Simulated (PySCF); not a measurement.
A side-by-side comparison of computed properties.

First species: C₆H₈F₄.
InChI=1S/C6H8F4/c1-5(7)2-4(3-5)6(8,9)10/h4H,2-3H2,1H3/t4-,5+

Second species: C6H8F4.
SMILES: `FC/C(CC(F)(F)F)=C/C`

Levels: B3LYP/def2-SVPD for dipole moment, HOMO energy, LUMO energy, HOMO–LUMO gap, static isotropic polarisability and electronic spatial extent ⟨r²⟩ about the centre of nuclear charge; TDDFT B3LYP/def2-SVPD for lowest singlet excitation; TDA B3LYP/def2-SVPD for lowest triplet excitation (Tamm–Dancoff); ΔSCF B3LYP/def2-SVPD for vertical ionisation energy; PBE0-D3(BJ)/def2-SVP for rotational constant A and rotational constant C. Geometries: PBE0-D3(BJ)/def2-SVP. All species are isolated and taken at one optimised geometry, non-relativistic unless stated. Electronic properties by PySCF.

Dipoles, sizes and rotational constants follow the conformer. The torsions of the flexible species, by atom-mapped SMILES:
- `[CH3:1][C@:2]1([F:3])[CH2:4][C@@H:5]([C:6]([F:7])([F:8])[F:9])[CH2:10]1`: C4–C5–C6–F7 -67°
- `[CH3:1]/[CH:2]=[C:3](/[CH2:4][F:5])[CH2:6][C:7]([F:8])([F:9])[F:10]`: C2–C3–C4–F5 128°, C2–C3–C6–C7 90°, C3–C6–C7–F8 178°

**Question.** Which of the two has the higher rotational constant A, and by how much?

**Answer.** The first: 2.750 GHz against 1.489 GHz, a difference of 1.261 GHz.

**Question.** Which of the two has the higher vertical ionisation energy, and by how much?

**Answer.** The first: 11.16 eV against 9.68 eV, a difference of 1.48 eV.

**Question.** Which has the higher rotational constant C?

**Answer.** The first: 0.735 GHz against 0.727 GHz, a difference of 0.008 GHz.

**Question.** Which of the two has the higher S1 energy, and by how much?

**Answer.** The first: 8.15 eV against 6.77 eV, a difference of 1.38 eV.

**Question.** Which has the higher HOMO energy?

**Answer.** The second: -7.48 eV against -8.91 eV, a difference of 1.43 eV.

**Question.** Which of the two has the higher ⟨r²⟩, and by how much?

**Answer.** The first: 1569 bohr² against 1555 bohr², a difference of 14 bohr².

**Question.** Which has the higher HOMO–LUMO gap?

**Answer.** The first: 9.04 eV against 6.88 eV, a difference of 2.16 eV.

**Question.** Which of the two has the higher T1 energy, and by how much?

**Answer.** The first: 8.02 eV against 4.24 eV, a difference of 3.78 eV.

On the first: The ΔSCF ionisation energy exceeds −ε(HOMO) by 2.25 eV with B3LYP. The vertical singlet–triplet gap S1 − T1 is 0.13 eV (TDDFT singlet less Tamm–Dancoff triplet; S1: HOMO→LUMO, weight 0.98; T1: HOMO→LUMO, weight 0.95).

On the second: No computed singlet falls in the visible range (750 to 380 nm, 1.65 to 3.26 eV); S1 lies 3.51 eV above its blue end.
